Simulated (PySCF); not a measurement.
Atom-mapped SMILES (the numbers label the heavy atoms): `[CH3:1][O:2][c:3]1[cH:4][cH:5][n:6][n:7]1[SiH:8]([CH3:9])[CH3:10]`. Each H is labelled by its parent atom.

PySCF 2.14 calculation with coordinates at the GFN2-xTB level and GIAO PBE0/pcSseg-1 shieldings; no relativistic terms, one averaged value for each set of equivalent atoms, no solvent, one conformer.

Referencing at the same level of theory: 13C (σref 186.93) against TMS.

**Question.** Do the 13C shifts follow the atomic charges (in e)? Tabulate both.

**Answer.** 
```json
{"atoms": "C3", "hybridisation": "sp2", "δ (ppm)": "169.8", "σ para (ppm)": "-235", "Hirshfeld": "+0.10", "IAO": "+0.26", "Mulliken": "+0.59", "ESP-fitted": "+0.35"}
{"atoms": "C5", "hybridisation": "sp2", "δ (ppm)": "145.9", "σ para (ppm)": "-213", "Hirshfeld": "-0.03", "IAO": "-0.06", "Mulliken": "+0.15", "ESP-fitted": "+0.18"}
{"atoms": "C4", "hybridisation": "sp2", "δ (ppm)": "87.7", "σ para (ppm)": "-164", "Hirshfeld": "-0.13", "IAO": "-0.33", "Mulliken": "-0.33", "ESP-fitted": "-0.58"}
{"atoms": "C1", "hybridisation": "sp3", "δ (ppm)": "58.5", "σ para (ppm)": "-115", "Hirshfeld": "-0.03", "IAO": "-0.20", "Mulliken": "-0.03", "ESP-fitted": "-0.21"}
{"atoms": "C9/C10", "hybridisation": "sp3", "δ (ppm)": "-2.4", "σ para (ppm)": "-66", "Hirshfeld": "-0.22", "IAO": "-0.73", "Mulliken": "-0.63", "ESP-fitted": "-0.74"}
```

Correlation coefficients of δ with charge over these carbons: Hirshfeld +0.84, IAO +0.94, Mulliken +0.90, ESP-fitted +0.90; with the paramagnetic shielding -0.99. With so few points, grouped by hybridisation, these coefficients are fragile. Charge is one influence among several: hybridisation and low-lying excitations act through the paramagnetic term.

Shifts are as computed. Against solution values, carbons near 30 ppm lie about +3 ppm off and those near 130 ppm about +5 ppm. Of 1211 compounds with measured shifts, 218 miss one by over three times the rms of a fit or turn the order of signals round; such compounds aren't used in these exercises.
